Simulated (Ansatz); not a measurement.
C2H4AlBr, SMILES `[Br][Al]1[CH2][CH2]1` at its PBE0-D4/def2-TZVP geometry, where that method's forces vanish. The species carries charge 0 and has multiplicity 1.

```xyz
8

Br    0.5010    3.3293   -0.7838
Al    0.1769    1.1763   -0.2772
C    -0.8516   -0.3209    0.2415
C     0.7104   -0.6176   -0.0206
H    -1.5238   -0.8356   -0.4430
H    -1.1711   -0.4874    1.2688
H     1.2558   -0.9459    0.8626
H     0.9024   -1.2982   -0.8483
```

(1) What forces (eV/Å) does r2SCAN-D4/def2-TZVPP give on these atoms in Ansatz 0.2.0? (An estimate is asked.)

Answers

(1) The calculation gave: 
```
Br1  0.006  0.042 -0.010
Al2 -0.002 -0.016  0.004
C3  -0.188  0.044  0.030
C4   0.191 -0.028 -0.034
H5   0.007 -0.008  0.019
H6   0.000 -0.015 -0.015
H7  -0.010 -0.013 -0.014
H8  -0.003 -0.006  0.020
```
